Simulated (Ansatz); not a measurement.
`[BH2][SbH][CH3]` + NH₃ → `[CH3][SbH][NH2]` + BH₃ at 500 K and 1 bar (cleavage of the Sb–B bond).

Gas-phase electronic energies from Ansatz, PBE0-D4/def2-TZVP geometries. CBS: MP2 limit from def2 TZ/QZ plus the TZ coupled-cluster correction, frozen cores. This one scheme is used for every species. Elements past krypton have def2 core potentials. For Sb outer-core shells are correlated without core-valence functions, which leaves a few kJ/mol of doubt a bond. Each species was taken in one conformer, which may not be the lowest.

| species | CCSD(T)/CBS energy (Eh) | H − E (kJ/mol) | S (J/(mol·K)) |
| --- | --- | --- | --- |
| `[BH2][SbH][CH3]` | -306.43061 | 205.3 | 379.4 |
| NH₃ | -56.50880 | 108.2 | 211.8 |
| `[CH3][SbH][NH2]` | -336.37630 | 218.8 | 373.8 |
| BH₃ | -26.55200 | 86.8 | 208.8 |

H − E and S are ideal-gas, rigid-rotor, harmonic terms from PBE0-D4/def2-TZVP, for one conformer and one mirror image of each species. 1 Eh = 2625.50 kJ/mol, R = 8.31446 J/(mol·K).

Q: By hand: ΔE, ΔH, ΔS and ΔG.

A: ΔE = (-336.37630) + (-26.55200) − (-306.43061) − (-56.50880) = 0.01111 Eh = 29.2 kJ/mol. Δ(H − E) = 218.8 + 86.8 − 205.3 − 108.2 = -7.9, so ΔH = 21.3 kJ/mol. ΔS = 373.8 + 208.8 − 379.4 − 211.8 = -8.6 J/(mol·K). ΔG = 21.3 − 500 × (-8.6)/1000 = 25.6 kJ/mol.

Q: By hand: the equilibrium constant, and the temperature at which ΔG would vanish if ΔH and ΔS stayed fixed.

A: log₁₀ K = −ΔG/(RT ln 10) = -2.7. ΔH and −TΔS have one sign here, so there is no such temperature.

The number of gas molecules stays the same, so ΔS is small and ΔH decides. A doubt of 5 kJ/mol in ΔE shifts log₁₀ K by 0.5 here. Other conformers and mirror images would add mixing entropy, several J/(mol·K) or more a flexible species. These are equilibria of isolated gas molecules and say nothing of rates. Largest T1 diagnostic: 0.015 (customary marks: 0.02 for closed shells, 0.045 for open ones).

ΔS is within the doubt of such terms, so its sign, and with it that verdict, could turn.
